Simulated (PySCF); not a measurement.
Distorted geometries of Hg2I2

Hg2I2 (singlet). PySCF 2.14.0, RKS PBE0, Hg def2-SVP with ECP60, I def2-SVP with ECP28; non-relativistic Hamiltonian with scalar-relativistic core potentials where named; density fitting; no spin-orbit coupling. Relaxed geometry:

```xyz
4

Hg    0.0000    0.0000    0.9520
Hg    0.0000    0.0000   -2.7721
I     2.6113    0.0000    1.0030
I    -2.6113    0.0000    1.0030
```

Order these distorted geometries by energy above the relaxed one, lowest first.
A.
```xyz
4

Hg    0.0398    0.0134    0.9557
Hg   -0.0055    0.0301   -2.7941
I     2.5831    0.0078    1.0325
I    -2.6175   -0.0513    0.9917
```
B.
```xyz
4

Hg   -0.1068    0.0219    0.9131
Hg    0.0477   -0.0543   -2.8456
I     2.5943   -0.0308    1.0814
I    -2.5353    0.0632    1.0369
```
C.
```xyz
4

Hg    0.0804    0.2270    1.2231
Hg   -0.2206   -0.1260   -2.8967
I     2.6350   -0.1854    0.8168
I    -2.4948    0.0844    1.0426
```

A (0.04 eV), C (0.11 eV), B (0.27 eV).

Which forces (eV/Å) act in the one that lies 0.11 eV up?


```
Hg   0.34 -0.28 -0.31
Hg   0.00  0.00  0.01
I    0.01  0.13  0.15
I   -0.36  0.15  0.16
```
Forces carry noise of the integration grid, about 0.01 to 0.03 eV/Å.
